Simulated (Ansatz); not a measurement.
Mulliken charges of `C[SiH](F)[SeH]` from ωB97M-V/def2-TZVPP in Ansatz (PBE0-D4/def2-TZVP geometry).

```csv
atom,x (Å),y (Å),z (Å),charge (e)
C1,0.022,0.605,-1.003,-0.443
Si2,0.411,-0.677,0.276,0.541
F3,1.817,-0.290,0.939,-0.310
Se4,-1.206,-0.851,1.856,-0.195
H5,-0.903,0.352,-1.525,0.132
H6,-0.099,1.588,-0.543,0.122
H7,0.832,0.666,-1.734,0.129
H8,0.548,-2.045,-0.275,-0.045
H9,-1.334,0.606,1.992,0.069
```

Task: By hand: the dipole of these point charges (1 e Å = 4.8032 D).

Result: Σ q r = (-0.256, 0.082, -0.401) e Å, of length 0.483 e Å = 2.32 D.

Task: How does the dipole of the full density compare? (Estimate.)

Result: The calculation gave: (-0.158, 0.193, -0.314) e Å, 1.93 D; the point charges give 1.20 times that, at 20° from its direction.

Point charges leave out the atoms' own dipoles, such as those of lone pairs, and Mulliken's split depends on the basis, so the two needn't agree.
